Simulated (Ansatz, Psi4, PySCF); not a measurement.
C$_{2}$H$_{5}$O (SMILES [CH2]OC), doublet, geometry from GFN2-xTB. Base run: MP2/STO-3G in PySCF.

PySCF was given this input:
```python
from pyscf import gto, scf, mp

mol = gto.Mole()
mol.atom = '''
    C     0.031253    1.181916   -0.338547
    O     0.244578    0.109335    0.472470
    C    -0.155948   -1.132882   -0.040575
    H     0.251414    2.121788    0.125724
    H    -0.688309    1.107007   -1.134827
    H     0.026173   -1.870495    0.739352
    H    -1.220492   -1.130349   -0.301951
    H     0.422761   -1.396837   -0.933325
'''
mol.basis = 'sto-3g'
mol.charge = 0
mol.spin = 1
mol.verbose = 3
mol.build()

mf = scf.UHF(mol)
mf.kernel()

pt = mp.MP2(mf)
pt.kernel()
print('E(MP2) = %.10f' % pt.e_tot)
```

The same geometry, method and basis name were run in Ansatz (a quantum-chemistry and plane-wave program) and Psi4 and PySCF, at each program's defaults and at the settings that a row names. The base is PySCF at its defaults. Differences at the defaults can come from grids, fitting, cores and function types together.

| code and settings | ΔE vs base (µEh) | basis functions | E (Eh) | SCF cycles |
|---|---|---|---|---|
| PySCF, defaults (exact integrals, spherical functions, all electrons correlated) | 0.0 | 20 | -151.62170 | 11 |
| Psi4, defaults (density fitting with its default set, spherical functions, all electrons correlated) | -269 | 20 | -151.62197 | 14 |
| Ansatz, defaults (factorised integrals, spherical functions, frozen core) | 911 | 20 | -151.62079 | - |
| PySCF, frozen core | 902 | 20 | -151.62079 | 11 |
| Psi4, exact integrals, spherical functions, frozen core | 902 | 20 | -151.62079 | 14 |
| Ansatz, high accuracy, frozen core | 902 | 20 | -151.62080 | - |

Open shells are given as the SCF converged; they aren't shown to be the lowest states, and a large step between rows can be another state.
